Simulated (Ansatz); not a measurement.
The lowest singlet and triplet of C4H6 (SMILES [CH2]C([CH2])=C); geometries from B3LYP-D3(BJ)/def2-TZVP, each state relaxed from the structure named, with no frequency check, low spin by broken symmetry.
Singlet (charge 0, multiplicity 1):
```xyz
10

C     -0.651     1.240    -0.047
C     -0.023     0.001     0.000
C      1.431    -0.065     0.017
C     -0.761    -1.176     0.030
H     -1.730     1.315    -0.061
H     -0.082     2.158    -0.071
H      1.940    -1.017     0.054
H      2.024     0.838    -0.006
H     -1.842    -1.154     0.018
H     -0.278    -2.142     0.067
```
Triplet (charge 0, multiplicity 3):
```xyz
10

C     -0.649     1.251     0.004
C      0.000     0.000     0.000
C      1.408    -0.064     0.010
C     -0.759    -1.187    -0.014
H     -1.728     1.319    -0.004
H     -0.083     2.172     0.015
H      1.922    -1.014     0.007
H      2.006     0.837     0.021
H     -1.839    -1.158    -0.022
H     -0.278    -2.155    -0.017
```

A positive gap puts the triplet lower; no zero-point energy. R- takes a restricted singlet, here one determinant of a half-filled degenerate or near-degenerate pair, which mixes singlet states. The triplet is unrestricted in single-reference levels. Active spaces average the two states.

Cores are frozen in the correlated methods.

The values were computed with Ansatz (a quantum-chemistry and plane-wave program). Values without a source in brackets are computed.

R-PBE/def2-TZVPP gives 38.06 kcal/mol for the gap E(singlet) − E(triplet), adiabatic.

Question: How do the other levels lie against it? Give each less PBE: R-r2SCAN/def2-TZVPP, R-PBE0/def2-TZVPP, R-wB97M-V/def2-TZVPP, R-B2PLYP/def2-TZVPP, SC-NEVPT2 on SA-CASSCF(4,4)/cc-pVDZ, FIC-MRCISD+Q on SA-CASSCF(4,4)/cc-pVDZ.

Answer: R-r2SCAN/def2-TZVPP 13.35; R-PBE0/def2-TZVPP 13.03; R-wB97M-V/def2-TZVPP 12.85; R-B2PLYP/def2-TZVPP 2.96; SC-NEVPT2 on SA-CASSCF(4,4)/cc-pVDZ -16.95; FIC-MRCISD+Q on SA-CASSCF(4,4)/cc-pVDZ -17.34 kcal/mol. 4 of 6 lie above PBE; the widest gap is to FIC-MRCISD+Q on SA-CASSCF(4,4)/cc-pVDZ.

Doubts at one or more of the structures used: a restricted determinant that unrestricted orbitals would lower (R-PBE/def2-TZVPP, R-r2SCAN/def2-TZVPP, R-PBE0/def2-TZVPP, R-wB97M-V/def2-TZVPP, R-B2PLYP/def2-TZVPP).
